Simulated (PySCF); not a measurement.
These compounds are isomers of formula C₇H₆N₄.

A. `N1=NN=C(C2CC2)C=C1C#N`
B. `N#Cc1ncc(C2CC2)nn1`
C. `C#Cc1nn(CC)nc1C#N`

Spectrum 1. 1H NMR (400 MHz, computed): δ 7.49 (s, 1H), 1.89 (m, 2H), 1.84 (m, 1H), 1.51 (m, 2H). 13C{1H} NMR (computed): δ 170.5 (C), 140.3 (C), 127.6 (CH), 121.5 (C), 20.1 (CH), 19.9 (CH2).

Spectrum 2. 1H NMR (400 MHz, computed): δ 4.52 (q, 2H), 3.24 (s, 1H), 1.52 (t, 3H). 13C{1H} NMR (computed): δ 142.3 (C), 132.4 (C), 116.4 (C), 97.7 (CH), 75.8 (C), 52.4 (CH2), 19.4 (CH3).

Spectrum 3. 1H NMR (400 MHz, computed): δ 8.65 (s, 1H), 1.91 (m, 1H), 1.75 (m, 2H), 1.49 (m, 2H). 13C{1H} NMR (computed): δ 171.4 (C), 151.3 (CH), 150.3 (C), 121.2 (C), 19.8 (CH2), 17.9 (CH).

Non-relativistic Hamiltonian, in vacuum, equivalent nuclei averaged, one conformer. GIAO PBE0/pcSseg-1 shieldings; geometry: GFN2-xTB; PySCF 2.14.

Chemical shifts δ = σref − σ; 1H (σref 31.72) and 13C (σref 186.93) vs TMS, all at this level. Where no couplings were computed, multiplicities follow the n + 1 count of equivalent neighbours, and m marks all less simple cases (inequivalent or close neighbours, rings, F or P nearby). Shifts are as computed. Against solution values, carbons near 30 ppm lie about +3 ppm off and those near 130 ppm about +5 ppm. Of 1211 compounds with measured shifts, 218 miss one by over three times the rms of a fit or turn the order of signals round; such compounds aren't used in these exercises.

**Question.** Match each spectrum to its structure.

**Answer.** 1–A, 2–C, 3–B.

- Spectrum 1 (A): 6 13C signals; δC 127.6 is an aromatic CH; δC 121.5 is a nitrile carbon.
- Spectrum 2 (C): 7 13C signals; δC 116.4 is a nitrile carbon; δC 97.7 is a terminal alkyne carbon.
- Spectrum 3 (B): 6 13C signals; δC 151.3 is an aromatic CH next to a ring nitrogen; δC 121.2 is a nitrile carbon.
